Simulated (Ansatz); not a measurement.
Reaction (cleavage of the Ge–Si bond): `[CH3][GeH2][SiH2]P` + `OC=S` → `[CH3][GeH2][O]C=S` + `[SiH3]P`

Isolated molecules relaxed with PBE0-D4/def2-TZVP in Ansatz; ΔE leaves out vibrations. CCSD(T)/CBS adds triple-zeta CCSD(T) − MP2 to the extrapolated MP2 energy (def2 sets, frozen cores). This one scheme is used for every species. DFT in def2-TZVPP. B3LYP here is the variant with VWN-RPA as its local correlation; programs differ in this. For Ge outer-core shells are correlated without core-valence functions, which leaves a few kJ/mol of doubt a bond. Scalar relativity is left out up to krypton. Each species was taken in one conformer, which may not be the lowest.

CCSD(T)/CBS gives -19.8 kJ/mol.

Question: Another level gave -6.2 kJ/mol. Which?
A. B3LYP-D4/def2-TZVPP
B. MP2/def2-TZVPP
C. PBE-D4/def2-TZVPP
D. PBE0/def2-TZVPP

Answer: C. PBE-D4 -6.2, B3LYP-D4 -22.1, PBE0 -11.1, MP2/def2-TZVPP -26.3 kJ/mol.

Largest T1 diagnostic among the species: 0.018.

In def2-TZVPP, CCSD(T) changes the Hartree–Fock value by +22.0 kJ/mol (the triples alone add +1.5 kJ/mol) and MP2 by +19.5 kJ/mol. The D4 term adds +4.4 kJ/mol with B3LYP and +2.7 kJ/mol with PBE0; it sums over pairs of atoms, weighted by their polarisabilities, and B3LYP, whose exchange is more repulsive, gets the larger term.
